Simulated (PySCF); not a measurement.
C2H12OSi3.
Atom-mapped SMILES: `[CH3:1][O:2][CH2:3][SiH:4]([SiH3:5])[SiH3:6]` (hydrogens: H7, H8, H9 on C1; H10, H11 on C3; H12 on Si4; H13, H14, H15 on Si5; H16, H17, H18 on Si6)

The same species was optimised twice, with GFN2-xTB and with PBE0-D3(BJ)/def2-SVP (PySCF), and the same property calculations (PySCF, gas phase) were run on both structures.

| coordinate | GFN2-xTB | PBE0-D3(BJ)/def2-SVP | change |
| --- | --- | --- | --- |
| Si4–Si5 (Å) | 2.324 | 2.345 | +0.021 |
| Si4–Si6 (Å) | 2.324 | 2.342 | +0.018 |
| O2–C3 (Å) | 1.416 | 1.402 | -0.014 |
| C3–Si4 (Å) | 1.918 | 1.908 | -0.010 |
| C1–O2 (Å) | 1.401 | 1.395 | -0.006 |
| Si5–Si4–Si6 (°) | 122.0 | 109.6 | -12.4 |
| C3–Si4–Si6 (°) | 100.8 | 105.6 | +4.8 |
| O2–C3–Si4 (°) | 102.8 | 107.1 | +4.3 |
| C3–Si4–Si5 (°) | 109.0 | 110.5 | +1.5 |
| C1–O2–C3 (°) | 114.3 | 113.7 | -0.6 |
| C1–O2–C3–Si4 (°) | -177 | -179 | -2 |
| O2–C3–Si4–Si5 (°) | 157 | 162 | +5 |

Rotational constants: A = 2208, B = 1032, C = 757.8 MHz (GFN2-xTB) against A = 2112, B = 1009, C = 739.9 MHz (PBE0-D3(BJ)/def2-SVP). Point groups within 0.08 Å: C1 and C1.

On the GFN2-xTB structure: isotropic polarisability (au) 118.9 [CAM-B3LYP/def2-SVPD]; HOMO (eV) -9.20 [CAM-B3LYP/def2-SVPD]; LUMO (eV) 0.53 [CAM-B3LYP/def2-SVPD]; dipole (D) 1.90 [CAM-B3LYP/def2-SVPD]; HOMO (eV) -7.69 [PBE0/pcSseg-1]; LUMO (eV) -0.42 [PBE0/pcSseg-1]; dipole (D) 1.97 [PBE0/pcSseg-1]; GIAO shielding of C1 (ppm) 122.0 [PBE0/pcSseg-1]; GIAO shielding of O2 (ppm) 312.8 [PBE0/pcSseg-1]; GIAO shielding of C3 (ppm) 123.6 [PBE0/pcSseg-1]; GIAO shielding of Si4 (ppm) 424.0 [PBE0/pcSseg-1]; GIAO shielding of Si5/Si6 (mean) (ppm) 465.3 [PBE0/pcSseg-1].

Task: What do these properties become on the PBE0-D3(BJ)/def2-SVP structure?

Result: 
| property | level | on GFN2-xTB | on PBE0-D3(BJ)/def2-SVP | change |
| --- | --- | --- | --- | --- |
| isotropic polarisability (au) | CAM-B3LYP/def2-SVPD | 118.9 | 121.3 | +2.4 |
| HOMO (eV) | CAM-B3LYP/def2-SVPD | -9.20 | -9.06 | +0.14 |
| LUMO (eV) | CAM-B3LYP/def2-SVPD | 0.53 | 0.87 | +0.34 |
| dipole (D) | CAM-B3LYP/def2-SVPD | 1.90 | 1.74 | -0.16 |
| energy, GFN2-xTB geometry as zero (kcal/mol) | CAM-B3LYP/def2-SVPD | 0.0 | -3.9 | -3.9 |
| HOMO (eV) | PBE0/pcSseg-1 | -7.69 | -7.68 | +0.01 |
| LUMO (eV) | PBE0/pcSseg-1 | -0.42 | -0.08 | +0.34 |
| dipole (D) | PBE0/pcSseg-1 | 1.97 | 1.81 | -0.16 |
| energy, GFN2-xTB geometry as zero (kcal/mol) | PBE0/pcSseg-1 | 0.0 | -3.7 | -3.7 |
| GIAO shielding of C1 (ppm) | PBE0/pcSseg-1 | 122.0 | 120.9 | -1.1 |
| GIAO shielding of O2 (ppm) | PBE0/pcSseg-1 | 312.8 | 320.4 | +7.6 |
| GIAO shielding of C3 (ppm) | PBE0/pcSseg-1 | 123.6 | 123.0 | -0.6 |
| GIAO shielding of Si4 (ppm) | PBE0/pcSseg-1 | 424.0 | 425.3 | +1.3 |
| GIAO shielding of Si5/Si6 (mean) (ppm) | PBE0/pcSseg-1 | 465.3 | 458.1 | -7.2 |

The heavy atoms differ by 0.173 Å rms after alignment. Among bonds between heavy atoms Si4–Si5 changes most (+0.021 Å). Changes are differences of the printed values. Neither structure is proved a minimum here.

Shape of the structure used: `[CH3:1][O:2][CH2:3][SiH:4]([SiH3:5])[SiH3:6]`: C1–O2–C3–Si4 -179°, O2–C3–Si4–Si5 162°.
